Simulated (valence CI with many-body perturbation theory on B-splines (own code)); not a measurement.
# Xe23+: electric-dipole lines

Method: configuration interaction combined with many-body perturbation theory (CI+MBPT): three valence electrons over a frozen Dirac-Fock core [Ar] 3d10, a basis of 11 s, 11 p, 9 d, 7 f, 5 g, 2 h, 1 i functions for each j, with the one-electron correlation potential Σ1 (screened to all orders), the two-electron term Σ2, the three-electron term Σ3, Breit, model QED; selected single and double excitations, second order for the rest (own B-spline code, finite nucleus).

No measured levels were compared; by estimate levels hold to about 250 cm⁻¹ or 0.2 % of their energy and the worst to 1 %, as in measured heavy ions of charge 2 to 7; those with d or f electrons hold less well.

Lines 51 to 100 of 265 in falling wavelength, among levels below 251.58 eV, chosen from the strongest by gf and those to the six lowest levels. Wavelengths and rates use the calculated energies, so an error of 2000 cm⁻¹ moves a line at 19.24 nm by 0.38 % and its rate by three times that or more. Electric multipoles are in the length gauge, E1 and E2 with the static RPA response of the core. Weak lines are less certain than strong ones. Lines between different terms over intervals too small for the method are left out, as are lines whose strength nearly cancels. Where a level lies close to another of its J and parity, the split of strength between their lines is uncertain. The highest levels of a list are the least certain.

Levels are named by their leading jj configuration (3d3/2^4 stands for four electrons in 3d with j = 3/2), which in mixed levels can hold well under half, so a name can repeat and another be missing. Letters in brackets count levels of one name in rising energy.

| λ vac (nm) | Upper | Lower | A (s⁻¹) | log gf | Branch % |
| --- | --- | --- | --- | --- | --- |
| 19.24 | (4s 4p3/2^2) J=5/2 | (4s^2 4p3/2) J=3/2 | 8.89e+09 | -0.53 | 100.0 |
| 19.19 | (4p3/2^3) J=3/2 | (4s 4p3/2^2) J=3/2 | 2.79e+10 | -0.21 | 24.3 |
| 18.87 | (4p1/2 4p3/2^2) J=3/2 | (4s 4p1/2 4p3/2) J=3/2 [b] | 3.82e+09 | -1.09 | 4.0 |
| 18.66 | (4p1/2 4p3/2^2) J=5/2 | (4s 4p1/2 4p3/2) J=3/2 [b] | 7.74e+09 | -0.62 | 20.2 |
| 18.63 | (4p3/2^2 4d3/2) J=7/2 | (4s 4p3/2 4d5/2) J=7/2 [b] | 7.24e+09 | -0.52 | 2.7 |
| 18.61 | (4p1/2 4p3/2 4d3/2) J=7/2 | (4s 4p1/2 4d5/2) J=7/2 | 6.25e+09 | -0.59 | 17.7 |
| 18.52 | (4p3/2^2 4d3/2) J=3/2 | (4s 4p3/2 4d5/2) J=3/2 [a] | 9.47e+09 | -0.71 | 3.3 |
| 18.48 | (4p3/2^2 4d5/2) J=7/2 | (4s 4p3/2 4d5/2) J=5/2 [a] | 1.61e+10 | -0.18 | 26.2 |
| 18.36 | (4p1/2 4p3/2 4d5/2) J=7/2 [b] | (4s 4p1/2 4d5/2) J=5/2 [b] | 1.22e+10 | -0.31 | 14.4 |
| 18.34 | (4s 4p3/2 4d5/2) J=7/2 [b] | (4s^2 4d5/2) J=5/2 | 1.52e+10 | -0.21 | 15.8 |
| 18.24 | (4p1/2 4p3/2 4d5/2) J=7/2 [a] | (4s 4p1/2 4d5/2) J=5/2 [a] | 2.31e+10 | -0.04 | 47.2 |
| 18.22 | (4s 4p3/2 4d5/2) J=3/2 [a] | (4s^2 4d3/2) J=3/2 | 1.98e+10 | -0.40 | 7.9 |
| 18.02 | (4p1/2 4p3/2 4d5/2) J=7/2 [a] | (4s 4p1/2 4d5/2) J=7/2 | 5.11e+09 | -0.70 | 10.4 |
| 17.85 | (4p1/2 4p3/2 4d5/2) J=5/2 [c] | (4s 4p1/2 4d5/2) J=3/2 | 1.72e+10 | -0.31 | 6.7 |
| 17.74 | (4p1/2 4p3/2 4d3/2) J=5/2 | (4s 4p1/2 4d3/2) J=5/2 | 1.33e+10 | -0.43 | 34.6 |
| 17.70 | (4s 4p3/2 4d5/2) J=7/2 [c] | (4s^2 4d5/2) J=5/2 | 3.46e+10 | 0.11 | 15.2 |
| 17.48 | (4p3/2^2 4d5/2) J=7/2 | (4s 4p3/2 4d5/2) J=7/2 [a] | 9.56e+09 | -0.46 | 15.5 |
| 17.46 | (4p1/2 4p3/2 4d5/2) J=9/2 | (4s 4p1/2 4d5/2) J=7/2 | 1.46e+10 | -0.17 | 39.0 |
| 17.25 | (4p1/2 4p3/2 4d3/2) J=7/2 | (4s 4p1/2 4d3/2) J=5/2 | 1.25e+10 | -0.35 | 35.3 |
| 17.12 | (4p1/2 4p3/2 4d5/2) J=1/2 | (4s 4p1/2 4d5/2) J=3/2 | 2.93e+10 | -0.59 | 13.4 |
| 17.11 | (4s 4p1/2 4p3/2) J=3/2 [b] | (4s^2 4p1/2) J=1/2 | 3.59e+10 | -0.20 | 94.6 |
| 17.10 | (4p1/2 4p3/2 4d5/2) J=5/2 [a] | (4s 4p1/2 4d5/2) J=7/2 | 1.41e+10 | -0.43 | 11.5 |
| 17.03 | (4s 4p3/2 4d3/2) J=5/2 [b] | (4s^2 4d3/2) J=3/2 | 4.72e+10 | 0.09 | 18.0 |
| 17.01 | (4p1/2 4p3/2 4d3/2) J=5/2 | (4s 4p1/2 4d3/2) J=3/2 [a] | 9.68e+09 | -0.60 | 25.2 |
| 17.01 | (4p1/2 4p3/2^2) J=3/2 | (4s 4p1/2 4p3/2) J=5/2 | 1.60e+10 | -0.56 | 16.9 |
| 16.84 | (4p1/2 4p3/2^2) J=5/2 | (4s 4p1/2 4p3/2) J=5/2 | 1.37e+10 | -0.46 | 35.8 |
| 16.78 | (4p1/2 4p3/2^2) J=1/2 | (4s 4p1/2 4p3/2) J=3/2 [b] | 6.23e+10 | -0.28 | 70.4 |
| 16.75 | (4p1/2 4p3/2 4d5/2) J=3/2 [b] | (4s 4p1/2 4d5/2) J=5/2 [b] | 3.98e+10 | -0.17 | 29.2 |
| 16.70 | (4p3/2^2 4d3/2) J=3/2 | (4s 4p3/2 4d3/2) J=5/2 [a] | 1.66e+10 | -0.56 | 5.8 |
| 16.69 | (4p3/2^2 4d3/2) J=5/2 | (4s 4p3/2 4d5/2) J=7/2 [a] | 1.25e+10 | -0.50 | 4.3 |
| 16.65 | (4p1/2 4p3/2 4d3/2) J=3/2 [b] | (4s 4p1/2 4d3/2) J=1/2 | 1.13e+10 | -0.72 | 3.8 |
| 16.64 | (4p3/2^2 4d5/2) J=7/2 | (4s 4p3/2 4d5/2) J=9/2 | 1.55e+10 | -0.29 | 25.1 |
| 16.61 | (4p1/2 4p3/2 4d5/2) J=5/2 [b] | (4s 4p1/2 4d3/2) J=3/2 [b] | 1.36e+10 | -0.47 | 4.7 |
| 16.61 | (4p3/2^2 4d3/2) J=5/2 | (4s 4p3/2 4d3/2) J=5/2 [a] | 1.69e+10 | -0.38 | 5.9 |
| 16.57 | (4p1/2 4p3/2 4d3/2) J=3/2 [a] | (4s 4p1/2 4d3/2) J=3/2 [a] | 3.10e+10 | -0.29 | 35.0 |
| 16.57 | (4s 4p1/2 4d3/2) J=3/2 [a] | (4s 4p1/2 4p3/2) J=3/2 [b] | 4.96e+09 | -1.09 | 37.0 |
| 16.53 | (4p1/2 4p3/2 4d3/2) J=1/2 [b] | (4s 4p1/2 4d3/2) J=1/2 | 2.34e+10 | -0.72 | 8.2 |
| 16.51 | (4p1/2 4p3/2 4d3/2) J=3/2 [b] | (4s 4p1/2 4d3/2) J=3/2 [b] | 1.46e+10 | -0.62 | 4.9 |
| 16.50 | (4p1/2 4p3/2 4d5/2) J=5/2 [b] | (4s 4p1/2 4d5/2) J=5/2 [a] | 1.69e+10 | -0.38 | 5.8 |
| 16.48 | (4p1/2 4p3/2 4d3/2) J=1/2 [a] | (4s 4p1/2 4d3/2) J=3/2 [a] | 5.12e+10 | -0.38 | 64.2 |
| 16.48 | (4p3/2^2 4d5/2) J=9/2 | (4s 4p3/2 4d5/2) J=9/2 | 2.43e+10 | -0.01 | 54.4 |
| 16.45 | (4s 4p3/2 4d3/2) J=1/2 [b] | (4s^2 4d3/2) J=3/2 | 6.72e+10 | -0.26 | 25.7 |
| 16.40 | (4p1/2^2 4p3/2) J=3/2 | (4s 4p1/2^2) J=1/2 | 2.23e+10 | -0.44 | 33.1 |
| 16.40 | (4p1/2 4p3/2 4d5/2) J=7/2 [b] | (4s 4p1/2 4d5/2) J=7/2 | 1.30e+10 | -0.38 | 15.3 |
| 16.25 | (4s 4p1/2 4p3/2) J=1/2 | (4s^2 4p1/2) J=1/2 | 1.08e+11 | -0.07 | 95.1 |
| 16.25 | (4s 4p3/2^2) J=1/2 | (4s^2 4p3/2) J=3/2 | 7.63e+10 | -0.22 | 94.8 |
| 16.19 | (4s 4p3/2 4d5/2) J=3/2 [b] | (4s^2 4d5/2) J=5/2 | 4.94e+10 | -0.11 | 16.1 |
| 16.17 | (4s 4p3/2 4d5/2) J=3/2 [c] | (4s^2 4d5/2) J=5/2 | 4.45e+10 | -0.16 | 15.3 |
| 16.06 | (4p1/2 4p3/2^2) J=3/2 | (4s 4p1/2 4p3/2) J=3/2 [a] | 3.94e+10 | -0.21 | 41.7 |
| 16.05 | (4s 4p3/2^2) J=3/2 | (4s^2 4p3/2) J=3/2 | 1.19e+11 | 0.27 | 80.1 |
